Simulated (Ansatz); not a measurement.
```yaml
crystal:
  periodic: [false, false, false]
  atoms:
    - {symbol: C, position_ang: [-1.549969, 0.673395, -0.643768]}
    - {symbol: Sn, position_ang: [0.346905, -0.341352, -0.689297]}
    - {symbol: Al, position_ang: [1.590533, -0.458451, 1.660938]}
    - {symbol: H, position_ang: [-1.995775, 0.664391, -1.638376]}
    - {symbol: H, position_ang: [-2.223433, 0.174562, 0.053222]}
    - {symbol: H, position_ang: [-1.413406, 1.706504, -0.324098]}
    - {symbol: H, position_ang: [0.066210, -1.920517, -1.306862]}
    - {symbol: H, position_ang: [1.320615, 0.442907, -1.867834]}
    - {symbol: H, position_ang: [0.894632, 0.092351, 2.981048]}
    - {symbol: H, position_ang: [3.046689, -1.085089, 1.777926]}
basis:
  gaussian: {orbitals: ANO-RCC-VTZP}
hamiltonian: {xc: {name: PBEsol}, dispersion: d3bjatm}
output: {forces: true}
```

```sh
$ ansatz run in.yaml --threads 2 --pin off --events-out ev --progress --plain --max-ram 4352MiB
```

Output, abridged:

```
Functional definition: PBEsol
1633 factors; their error is unknown
mean field evaluation 1: about -175708.0287 eV, gradient 6.5e1 eV
mean field evaluation 2: about -175677.9858 eV, gradient 1.1e2 eV
mean field evaluation 4: about -175718.2153 eV, gradient 1.0e1 eV
mean field evaluation 8: about -175718.3736 eV, gradient 2.0e-1 eV
mean field evaluation 16: about -175718.3417 eV, gradient 2.0e-4 eV
mean field -175718.34171019 eV, -6457.5299516796 hartree, gradient 4.9e-5 eV, S^2 0.000000; 0 other end points of the search recorded, 0 dependent functions left out
reference -175718.34179294 eV, -6457.5299547206 hartree; 38, 38 occupied and 192, 192 virtual orbitals, 1633 factors
Total energy: -175718.42511850 eV, -6457.5330168784 hartree
Relativity: scalar
Atom 0 at    -1.549969     0.673395    -0.643768 Å, force     0.170864    -0.094169    -0.007986 eV/Å
Atom 1 at     0.346905    -0.341352    -0.689297 Å, force     0.019441     0.032404     0.172217 eV/Å
Atom 2 at     1.590533    -0.458451     1.660938 Å, force    -0.098151     0.008606    -0.184943 eV/Å
Atom 3 at    -1.995775     0.664391    -1.638376 Å, force    -0.100420    -0.012871    -0.268652 eV/Å
Atom 4 at    -2.223433     0.174562     0.053222 Å, force    -0.155285    -0.143641     0.183565 eV/Å
Atom 5 at    -1.413406     1.706504    -0.324098 Å, force     0.058831     0.261248     0.084153 eV/Å
Atom 6 at     0.066210    -1.920517    -1.306862 Å, force    -0.014876    -0.080422    -0.040698 eV/Å
Atom 7 at     1.320615     0.442907    -1.867834 Å, force     0.047467     0.036719    -0.069213 eV/Å
Atom 8 at     0.894632     0.092351     2.981048 Å, force    -0.064303     0.051242     0.121432 eV/Å
Atom 9 at     3.046689    -1.085089     1.777926 Å, force     0.136433    -0.059116     0.010125 eV/Å
Dipole moment:    -0.101538     0.073225     0.077209 e Å
```

Run time 12 s (2 threads of an Arm Neoverse V1 on a shared host); peak host memory 0.47 GiB.
